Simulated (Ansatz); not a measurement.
Cartesian coordinates in Å:
```
O 0.157 -1.467 -0.858
Al 0.071 0.123 -0.309
O 0.347 1.337 -1.443
Se -0.401 0.691 1.889
H 0.019 -2.235 -0.309
H 0.326 2.271 -1.248
H -0.518 -0.721 2.278
```

Charge 0, multiplicity 1.

Question: List the PBE/def2-TZVPP orbital energies in eV (Ansatz). (Estimate.)

Answer: The calculation gave: Occupied: -12302.25, -1562.24, -1506.98, -1403.02, -1402.98, -1402.95, -510.01, -509.98, -205.23, -150.57, -150.44, -150.32, -107.25, -69.31, -69.19, -69.11, -53.67, -53.64, -53.54, -53.45, -53.44, -24.48, -24.27, -17.40, -12.96, -11.83, -9.92, -8.93, -8.05, -8.04, -7.50, -7.26, -6.21. Lowest empty: -1.45, -0.87, -0.47, 0.18, 1.01, 2.05, 2.51, 3.04.
